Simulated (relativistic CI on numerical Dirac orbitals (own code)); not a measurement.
**From line strength to rate: Ru 3589.22 Å (air)**

Problem. For 4d⁷5s ⁵F1 – 4d⁷5p ⁵G°2 of Ru a semi-empirical relativistic CI calculation gives the line strength S = 10.77 e²a₀² in the length gauge. The measured levels are 3105.49 and 30958.80 cm⁻¹ (NIST Handbook). Find gf, f, A and the partial lifetime.

Working.
1. σ = 30958.80 − 3105.49 = 27853.31 cm⁻¹, so the vacuum wavelength is 10⁸/σ = 3590.24 Å.
2. gf = 303.756 S/λ(Å) = 0.9113, log gf = -0.040; with g = 3 for the lower level, f = 0.304.
3. A = 2.02613 × 10¹⁸ S/(g_u λ³) with g_u = 5: A = 9.43 × 10^7 s⁻¹.
4. The partial lifetime for this S is 1/A = 10.6 ns; in the calculation this line carries 76 % of the decay of the upper level.

Check. The Handbook lists A = 9.11 × 10^7 s⁻¹, a tabulated value with its own uncertainty (a few per cent for the best lines, 25 % or more for others); ours lies 4 % above it. The velocity form of the same calculation gives S = 9.29, and the gap between the two forms is a rough gauge of the error in S. With the computed energy (28575 cm⁻¹) in place of the measured one the rate would change by the factor (σ_calc/σ)³ = 1.08.
